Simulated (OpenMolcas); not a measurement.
**V2+ in a ligand field**

V2+ with 4 ligands (sulfide) in tetrahedral coordination (Td) at 2.32 Å. A charge of +1.5 e stands 2.6 Å behind each ligand. Ligand basis ANO-RCC-VDZP.

```json
{
  "Program": "OpenMolcas",
  "Method": "CASSCF",
  "Basis": "ANO-RCC-VTZP [6s5p3d2f1g]",
  "Scalar Hamiltonian": "DKH2, point nucleus",
  "Active space": "3 electrons in 5 orbitals (3d)",
  "State averaging": "2S+1 = 4 even, 10 roots; 2S+1 = 2 even, 40 roots",
  "Spin-orbit coupling": "state interaction with AMFI integrals over the reference wave functions"
}
```

The lowest spin-free states (labels of Td), above the lowest:

| State | Degeneracy | E (cm-1) | Free-ion L (%) |
| --- | --- | --- | --- |
| 4T1 | 3 | 0.0 | F (100) |
| 4T2 | 3 | 1069 | F (100) |
| 4A2 | 1 | 2434 | F (100) |
| 2E | 2 | 13593 | G (88) |
| 2S+1 = 2 | 4 | 13596 | G (95) |
| 4T1 | 3 | 13673 | P (100) |
| 2S+1 = 2 | 3 | 13838 | G (99) |
| 2S+1 = 2 | 3 | 17525 | H (95) |
| 2S+1 = 2 | 3 | 17680 | P (75) |
| 2E | 2 | 17798 | H (90) |
| 2S+1 = 2 | 3 | 18109 | H (97) |
| 2S+1 = 2 | 3 | 18538 | H (74) |
| 2E | 2 | 19242 | D (94) |
| 2S+1 = 2 | 3 | 19557 | D (97) |
| 2S+1 = 2 | 1 | 29848 | F (100) |
| 2S+1 = 2 | 3 | 30049 | F (99) |
| 2S+1 = 2 | 3 | 30084 | F (99) |
| 2E | 2 | 45877 | D (100) |
| 2S+1 = 2 | 3 | 46634 | D (100) |

The lowest levels with spin-orbit coupling:

```
E (cm-1)  Degeneracy  Label  2S+1               g
     0.0           4     Γ8     4                
    36.4           2            4  1.42 1.42 1.42
   222.0           4     Γ8     4                
   360.3           2            4  3.76 3.76 3.76
    1177           2            4  3.36 3.36 3.36
    1197           4     Γ8     4                
    1285           2            4  1.82 1.82 1.82
    1317           4     Γ8     4                
    2633           4     Γ8     4                
   13645           2            2  1.71 1.71 1.71
   13682           4     Γ8     2                
   13696           2            4  2.60 2.60 2.60
   13759           4     Γ8     4                
   13815           2            2  3.75 3.75 3.75
   13825           4     Γ8     2                
   13885           2            2  2.11 2.11 2.11
   13922           4     Γ8     4                
   13923           2            4  2.42 2.42 2.42
   14098           4     Γ8     2                
   17632           4     Γ8     2
```

Electric-dipole absorption from the lowest level at this geometry, strongest bands:

```csv
E (cm-1),λ (nm),Label,f
1197,8350,Γ8,5.97e-06
1285,7780,,1.41e-06
1317,7590,Γ8,1.30e-06
2633,3800,Γ8,2.08e-05
13645,733,,6.47e-06
13696,730,,2.17e-04
13759,727,Γ8,4.94e-04
13825,723,Γ8,1.97e-05
13885,720,,2.32e-06
13922,718,Γ8,1.53e-05
13923,718,,7.74e-05
17862,560,Γ8,2.13e-06
```

Powder χT (cm3 K/mol): 0.232 at 2 K, 0.299 at 10 K, 0.571 at 50 K, 0.855 at 100 K, 1.31 at 200 K, 1.62 at 300 K. The effective moment at 300 K is 2.828 √(χT) = 3.59 μB.

The lowest level has 2S+1 = 4, for which the spin-only value is χT = S(S+1) / 2 = 1.875 cm3 K/mol (g = 2). The computed 1.615 at 300 K differs by -0.260, through orbital momentum, spin-orbit coupling and any other state in reach. With a threefold ground state the orbital momentum is unquenched, so the spin-only value is not expected to hold.

Metal share of the active 3d orbitals (Löwdin): 90, 90, 90, 95, 95 %; Mulliken charge of the metal 1.92.

An orbital triplet at a regular site is open to Jahn-Teller coupling, which can distort the site and quench the lowest spin-orbit gaps and is left out. Without dynamic correlation the repulsion within the d shell is too large (B by tens of per cent), so at a given field states of lower spin stand too high. The sulfide ions are held by bare point charges, a crude embedding. Ligand-to-metal charge-transfer states are missing. With no ligand orbital active B as a rule stays too high, so bands that hang on it stand too high and its fall with covalency is understated. With metal d orbitals alone and no dynamic correlation the field as a rule comes out too small, by tens of per cent, by up to half for chloride and softer ligands. The distance lies 5 % under the 2.44 Å that this model takes as the normal distance (a Shannon-type radius plus a fixed donor radius); by an R⁻⁵ law this alone changes a d-shell field by about +29 %. A group larger than the point group allows holds several states that coincide in this model. No measured value stands beside these numbers; the geometry is a model, was not optimised and need not be the one that this ion takes.

The RASSCF and RASSI steps took 50 s on 1 thread of Arm Neoverse V2 (shared host); the integral step is not counted.

A state without a sure symmetry label is named by its multiplicity alone.
